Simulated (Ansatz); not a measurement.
`OB(Br)Br` + H₂O → `OB(O)Br` + HBr at 700 K and 1 bar (formal hydrolysis of a B–Br bond).

Isolated molecules relaxed with PBE0-D4/def2-TZVP in Ansatz; ΔE leaves out vibrations. CCSD(T)/CBS adds triple-zeta CCSD(T) − MP2 to the extrapolated MP2 energy (def2 sets, frozen cores). This one scheme is used for every species. For Br outer-core shells are correlated without core-valence functions, which leaves a few kJ/mol of doubt a bond. Scalar relativity is left out up to krypton. Each species was taken in one conformer, which may not be the lowest.

```tsv
species	CCSD(T)/CBS energy (Eh)	H − E (kJ/mol)	S (J/(mol·K))
`OB(Br)Br`	-5247.33602	101.5	387.3
H₂O	-76.37941	80.5	218.4
`OB(O)Br`	-2749.81643	141.5	372.8
HBr	-2573.91920	36.5	223.7
```

H − E and S are ideal-gas, rigid-rotor, harmonic terms from PBE0-D4/def2-TZVP, for one conformer and one mirror image of each species. 1 Eh = 2625.50 kJ/mol, R = 8.31446 J/(mol·K).

Question: By hand: ΔE, ΔH, ΔS and ΔG.

Answer: ΔE = (-2749.81643) + (-2573.91920) − (-5247.33602) − (-76.37941) = -0.02020 Eh = -53.0 kJ/mol. Δ(H − E) = 141.5 + 36.5 − 101.5 − 80.5 = -4.0, so ΔH = -57.0 kJ/mol. ΔS = 372.8 + 223.7 − 387.3 − 218.4 = -9.2 J/(mol·K). ΔG = -57.0 − 700 × (-9.2)/1000 = -50.6 kJ/mol.

Question: By hand: the equilibrium constant, and the temperature at which ΔG would vanish if ΔH and ΔS stayed fixed.

Answer: log₁₀ K = −ΔG/(RT ln 10) = 3.8. ΔG = 0 at ΔH/ΔS = 6196 K, far beyond where these terms or the molecules hold.

The number of gas molecules stays the same, so ΔS is small and ΔH decides. A doubt of 5 kJ/mol in ΔE shifts log₁₀ K by 0.4 here. Other conformers and mirror images would add mixing entropy, several J/(mol·K) or more a flexible species. These are equilibria of isolated gas molecules and say nothing of rates. Largest T1 diagnostic: 0.010 (customary marks: 0.02 for closed shells, 0.045 for open ones).
